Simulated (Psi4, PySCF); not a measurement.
C4H9O2 (SMILES CO[CH]COC), doublet, at a GFN2-xTB geometry, atoms displaced at random by about 0.03 Å a coordinate. Base run: R2SCAN/STO-3G, gradient in PySCF.

PySCF was given this input:
```python
from pyscf import gto, scf, dft

mol = gto.Mole()
mol.atom = '''
    C     2.429536    0.089207   -0.220285
    O     1.552472   -1.011171   -0.386546
    C     0.248026   -0.820464   -0.146178
    C    -0.400021    0.274733    0.720964
    O    -1.702712    0.307102    0.680704
    C    -2.214493    0.722306   -0.526072
    H     2.420909    0.483898    0.765298
    H     3.401746   -0.283967   -0.514409
    H     2.149834    0.948265   -0.898181
    H    -0.315196   -1.737681   -0.143707
    H     0.098950    1.302098    0.367617
    H    -0.075274    0.203724    1.753742
    H    -1.909786    0.055528   -1.349626
    H    -1.921797    1.727921   -0.884456
    H    -3.336798    0.608422   -0.466218
'''
mol.basis = 'sto-3g'
mol.charge = 0
mol.spin = 1
mol.verbose = 4
mol.build()

mf = dft.UKS(mol)
mf.xc = 'r2scan'
mf.kernel()
g = mf.nuc_grad_method()
grad = g.kernel()
```

Programs used: Psi4, PySCF; a row that names a program was run with it.

The coordinate followed is z of atom 11.

Each row names what was changed in the base input (with any setting that the change needs).

```json
[
 {"change": "base", "dE/dx (Eh/bohr)": "-0.010845", "net force (Eh/bohr)": "0.003186"},
 {"change": "conv_tol = 1e-11", "dE/dx (Eh/bohr)": "-0.010845", "net force (Eh/bohr)": "0.003186"},
 {"change": "finite difference step (bohr) = 0.01; conv_tol = 1e-11", "dE/dx (Eh/bohr)": "-0.010818", "net force (Eh/bohr)": "-"},
 {"change": "finite difference step (bohr) = 0.2; conv_tol = 1e-11", "dE/dx (Eh/bohr)": "-0.010865", "net force (Eh/bohr)": "-"},
 {"change": "grids.level = 0; grid_response = on", "dE/dx (Eh/bohr)": "-0.012601", "net force (Eh/bohr)": "0.000000"},
 {"change": "finite difference step (bohr) = 1e-5; conv_tol = 1e-11", "dE/dx (Eh/bohr)": "-0.010818", "net force (Eh/bohr)": "-"},
 {"change": "code = psi4", "dE/dx (Eh/bohr)": "-0.010836", "net force (Eh/bohr)": "0.001091"},
 {"change": "grids.level = 1; grid_response = on", "dE/dx (Eh/bohr)": "-0.010848", "net force (Eh/bohr)": "0.000000"},
 {"change": "density fitting = on; auxbasis_response = off", "dE/dx (Eh/bohr)": "-0.010825", "net force (Eh/bohr)": "0.007594"},
 {"change": "grids.level = 5; grid_response = on", "dE/dx (Eh/bohr)": "-0.010844", "net force (Eh/bohr)": "0.000000"},
 {"change": "finite difference step (bohr) = 1e-3; conv_tol = 1e-11", "dE/dx (Eh/bohr)": "-0.010818", "net force (Eh/bohr)": "-"},
 {"change": "conv_tol = 1e-4", "dE/dx (Eh/bohr)": "-0.010833", "net force (Eh/bohr)": "0.003182"}
]
```

The net force is zero for an exact gradient.

Open shells are given as the SCF converged; they aren't shown to be the lowest states, and a large step between rows can be another state.
